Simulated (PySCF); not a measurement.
C₂H₅IZn, SMILES C[CH2][Zn][I] at its PBE0/def2-SVP optimised geometry (Å):

```
9

Zn     0.6336     0.4537     0.0000
I      3.0846     0.4537     0.0000
C     -1.3202     0.4621    -0.0109
C     -1.9840    -0.4518     1.0155
H     -1.6366     0.1937    -1.0337
H     -1.6376     1.5090     0.1367
H     -1.7107    -0.1864     2.0491
H     -1.7099    -1.5090     0.8718
H     -3.0846    -0.3970     0.9533
```

Method: PBE0/def2-TZVP, def2 effective core potentials past Kr run with PySCF. The core electrons that the potentials of I replace are not part of the density. Cells within 0.4 Å of a nucleus heavier than hydrogen are left out (blank, or x).

Map of the LUMO amplitude (bohr^(-3/2)) on the plane z = 0.0 Å; orbital energy -0.72 eV, overall sign arbitrary:

```
|5555555555555555555555555555555|
|5555555555555555555555555555555|
|5555555555555555555555555555555|
|5555555555555555555555555555555|
|5555555555566666666665555555555|
|5555555556666666666666655555555|
|5555555666666666666666666666655|
|5555556666666666666666666666666|
|5555566666666666666666656666666|
|5555566666666666677665555666666|
|5555666666665566777665555666666|
|5555666667654456777764445677766|
|5555666677642246667753245777776|
|55556666777xx037xx88533xx688776|
|55556666778xx037xx98524xx588776|
|5555666667751246638853255677776|
|5555566666654457788764334677766|
|5555556666655567788765445666666|
|5555555666666667777765555666666|
|5555555566666667777766555666666|
|5555555566666666776666666666666|
|5555555566666666666666666666665|
|5555555566666666666666665555555|
|5555555556666666666666655555555|
|5555555555666666666665555555555|
|5555555555556666666555555555555|
|5555555555555555555555555555555|
|5555555555555555555555555555555|
|5555555555555555555555555555555|
|5555555555555555555555555555555|
|5555555555555555555555555555555|
```
Scale: ten equal steps from -0.152 (start of '0') to 0.110 (end of '9'), in the order '0123456789'; x runs from -5.50 to 5.50, y from -5.50 (bottom) to 5.50 (top).
